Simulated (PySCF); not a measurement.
Run record: EPR job, `FC(F)OC1=CC=[C]C=C1` [radical].

Method: UKS B3LYP, pcH-1 on C F H O, non-relativistic, mean-field spin-orbit, GIAO (PySCF 2.14.0). Geometry: GFN2-xTB. The command runs a driver script over a list of jobs; the input below is this job's line of settings and its coordinates in Å.

Command:
```bash
OMP_NUM_THREADS=1 python probes_run.py task.json out
```

Input:
```
{"job": {"kind": "epr", "basis": "pcH-1"}, "charge": 0, "multiplicity": 2}
F      3.351556    -0.477422     1.351544
C      2.371219     0.022202     0.587000
F      2.880650     0.089556    -0.672741
O      1.318501    -0.811359     0.666504
C      0.064306    -0.350607     0.274150
C     -1.013957    -1.091495     0.745975
C     -2.306572    -0.723360     0.393190
C     -2.445556     0.373626    -0.406685
C     -1.420343     1.123412    -0.895929
C     -0.120637     0.748464    -0.551239
H      2.167613     1.062002     0.910968
H     -0.826619    -1.946615     1.375555
H     -3.153060    -1.290892     0.746377
H     -1.584167     1.975193    -1.537152
H      0.712653     1.305282    -0.951877
```

**Question.** What does the run print?

**Answer.** 
```
UKS, coarse grid
  cycle   1  E = -544.45209840  |g| = 6.65e-01
  cycle   2  E = -544.29722002  |g| = 9.90e-01
  cycle   3  E = -544.59979997  |g| = 6.19e-02
  cycle   4  E = -544.60048658  |g| = 4.87e-02
  cycle   5  E = -544.60162046  |g| = 1.37e-02
  cycle   6  E = -544.60172536  |g| = 4.65e-03
  cycle   7  E = -544.60174393  |g| = 1.63e-03
  cycle   8  E = -544.60174989  |g| = 1.15e-03
  cycle   9  E = -544.60175225  |g| = 5.49e-04
UKS, final grid
  cycle   1  E = -544.60170692  |g| = 6.72e-04
  cycle   2  E = -544.60170673  |g| = 1.10e-03
  cycle   3  E = -544.60170738  |g| = 1.83e-04
  cycle   4  E = -544.60170746  |g| = 1.66e-04
  cycle   5  E = -544.60170753  |g| = 6.14e-05
  cycle   6  E = -544.60170753  |g| = 8.71e-06
E = -544.60170753 Eh   <S^2> = 0.7570 (exact 0.7500)
g shifts (ppm)      1          2          3
  rmc          -162       -162       -162
  gc             30         10        -42
  oz_so        -608        -34        826
  total        -739       -186        622
hyperfine (MHz)  atom isotope    a_iso     a_fc   dipolar eigenvalues
    0   19F       0.02       0.02     -0.75      0.08      0.67
    1   13C      -0.13      -0.13     -0.27      0.00      0.27
    2   19F       1.18       1.18     -1.69     -0.82      2.51
    3   17O      -2.03      -2.03     -1.40     -0.54      1.94
    4   13C      -9.28      -9.28     -6.72      2.25      4.47
    5   13C      52.33      52.33     -6.17     -1.79      7.96
    6   13C      18.55      18.55    -13.50     -2.15     15.65
    7   13C     409.66     409.66    -79.76    -62.77    142.52
    8   13C      19.26      19.26    -13.90     -1.84     15.75
    9   13C      53.85      53.85     -6.16     -1.96      8.12
   10    1H       0.03       0.03     -0.70     -0.59      1.30
   11    1H      12.96      12.96     -3.03     -2.36      5.39
   12    1H      54.76      54.76     -6.89     -5.73     12.63
   13    1H      55.63      55.63     -6.88     -5.72     12.60
   14    1H      11.28      11.28     -3.09     -2.25      5.33
```

rmc, gc and oz_so are the mass-correction, gauge-correction and orbital-Zeeman/spin–orbit parts of the g shift along its three principal axes; a_iso is the isotropic hyperfine coupling and a_fc its Fermi-contact part. The program numbers atoms from 0.

**Question.** How far is ⟨S²⟩ from the pure-spin value?

**Answer.** S = 0.5 gives S(S+1) = 0.75; the run has 0.7570, 0.0070 more.

Main results: ⟨S²⟩ 0.757; g_iso 2.0022.

The structure is a single GFN2-xTB conformer in the gas phase; no vibrational or solvent corrections.

**Question.** How long does this job take on an Arm Neoverse V2 with one thread, shared host with 32 logical CPUs at a one-minute load of 14? And the peak memory of the process?

**Answer.** About 83 s (density and orbital grids were written too), with 1.1 GiB resident at the peak, the Python interpreter and its libraries included.
Labels such as C1 count atoms from 1, the log's own numbers from 0.
